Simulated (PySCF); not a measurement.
Kr²⁺: ionisation energy

Kr²⁺ [Ar] 3d10 4s2 4p4 (3P) → Kr³⁺ [Ar] 3d10 4s2 4p3 (4S), as a difference of total energies. Calculation: PySCF 2.14, in aug-cc-pwCVTZ-PP with ECP10MDF (8s7p6d4f1g, 96 functions); a scalar-relativistic core potential. Correlated levels: valence: 3s2 3p6 3d10 frozen. The calculations carry no spin-orbit coupling.

```tsv
method	ionisation energy (eV)	difference from reference (eV)
UHF	34.338	-1.500
MP2 (valence)	35.086	-0.752
SCS-MP2 (valence)	35.168	-0.670
CCSD (valence)	35.207	-0.631
CCSD(T) (valence)	35.231	-0.607
```

Reference: 35.838 ± 0.02 eV (measured; NIST Atomic Spectra Database, ionization energies).

The reference lies between the lowest fine-structure levels, while these numbers refer to the centres of the terms.

Errors of the correlated levels include the incompleteness of this basis and the frozen core.
